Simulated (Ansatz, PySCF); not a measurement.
NbOBr₂, SMILES [O]=[Nb]([Br])[Br] (connectivity only; charge and spin as stated), neutral, multiplicity 2. Atoms are numbered in the order given.

```xyz
4

Nb     0.0000     0.0000    -0.5143
O      0.0000     0.0000    -2.2036
Br     0.0000    -2.2264     0.5427
Br     0.0000     2.2264     0.5427
```
Charge 0, spin multiplicity 2.

Coordinates come from a B3LYP-D3(BJ)/def2-SVP optimisation. The multiplicity is an assumed one; other spin states were not compared. The def2 effective core potentials stand for the cores of Nb; spin–orbit coupling is left out.

Two levels are set side by side: PBE-D3(BJ)/def2-SVP (Ansatz, an electronic-structure program) and B3LYP-D3(BJ)/def2-SVP (Ansatz). Each level has its own optimised geometry; the coordinates shown are those of the second. Frequencies come from the Hessian of PySCF at each geometry. Differences are taken from unrounded values.

```csv
quantity,B3LYP-D3(BJ)
mean bond length (Å),2.206
bond Nb1–O2 (Å),1.689
bond Nb1–Br3 (Å),2.465
bond Nb1–Br4 (Å),2.465
highest harmonic wavenumber (cm⁻¹),1035
mean harmonic wavenumber (cm⁻¹),319
zero-point energy (kcal/mol),2.74
```

What does PBE-D3(BJ) give, and how far is it from B3LYP-D3(BJ)? (Estimate from the structure and the level; the computed values follow.)


| quantity | PBE-D3(BJ) | PBE-D3(BJ) minus B3LYP-D3(BJ) |
|---|---|---|
| mean bond length (Å) | 2.204 | -0.002 |
| bond Nb1–O2 (Å) | 1.699 | 0.010 |
| bond Nb1–Br3 (Å) | 2.457 | -0.008 |
| bond Nb1–Br4 (Å) | 2.457 | -0.008 |
| highest harmonic wavenumber (cm⁻¹) | 1003 | -32 |
| mean harmonic wavenumber (cm⁻¹) | 308 | -11 |
| zero-point energy (kcal/mol) | 2.64 | -0.10 |
